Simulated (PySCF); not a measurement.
Start geometry of `C=Cc1cccc[cH+]c1` from GFN2-xTB (Å):
```
atom  x, y, z in Å
C1    -2.9155    0.8219    0.7283
C2    -2.1909   -0.1035    0.0952
C3    -0.7444   -0.1054   -0.0442
C4    -0.1535   -1.3589   -0.2978
C5     1.1763   -1.7055   -0.4241
C6     2.3129   -0.8965   -0.3386
C7     2.3700    0.4714   -0.1536
C8     1.3064    1.3666   -0.0060
C9    -0.0494    1.1151    0.0466
H10   -3.9853    0.7245    0.8016
H11   -2.4875    1.6759    1.2273
H12   -2.6962   -0.9672   -0.3162
H13   -0.8555   -2.1798   -0.3952
H14    1.3688   -2.7558   -0.6073
H15    3.2624   -1.4069   -0.4433
H16    3.3592    0.9119   -0.1330
H17    1.5906    2.4083    0.0863
H18   -0.6770    1.9902    0.1622
```

Q: What comes out of this run: B3LYP/def2-SV(P) geometry optimisation, gas phase (PySCF)?

A: 
```
atom  x, y, z in Å
C1    -3.0652    0.7205    0.1964
C2    -2.2697   -0.3301   -0.0891
C3    -0.8106   -0.3228   -0.2471
C4    -0.2209   -1.5728   -0.5757
C5     1.1096   -1.9168   -0.7984
C6     2.2648   -1.1129   -0.7600
C7     2.3432    0.2474   -0.4804
C8     1.2866    1.1272   -0.1728
C9    -0.0786    0.8800   -0.0714
H10   -4.1475    0.5756    0.2852
H11   -2.7025    1.7429    0.3504
H12   -2.7452   -1.3072   -0.2260
H13   -0.9282   -2.4037   -0.6713
H14    1.2814   -2.9716   -1.0403
H15    3.2104   -1.6219   -0.9757
H16    3.3440    0.6923   -0.4996
H17    1.5846    2.1646    0.0154
H18   -0.6731    1.7608    0.1859
```

The energy falls by 1.9 kcal/mol over 10 energy and gradient evaluations, the largest force component goes from 0.0137 to 2.3e-04 Eh/bohr, and the atoms move by 0.243 Å rms after alignment. Among the bonds, C1–H10 and C1–H11 change most and about equally (+0.018 to +0.019 Å). Bonds longer at the end by more than 0.005 Å: 18 of 18; shorter: 0. Among the dihedrals that turn most is C1–C2–C3–C9, from -24° to 1°. Rotational constants go from 3539, 1234, 923.0 to 3537, 1199, 895.6 MHz. The orientation of the end geometry is arbitrary; only internal coordinates are fixed.

The run used 144 basis functions and 74 SCF cycles in all.

B3LYP/def2-SV(P) frequencies: not computed here. One conformer (not necessarily the lowest) at the B3LYP/def2-SV(P) geometry, without solvent, vibrations or thermal averaging.
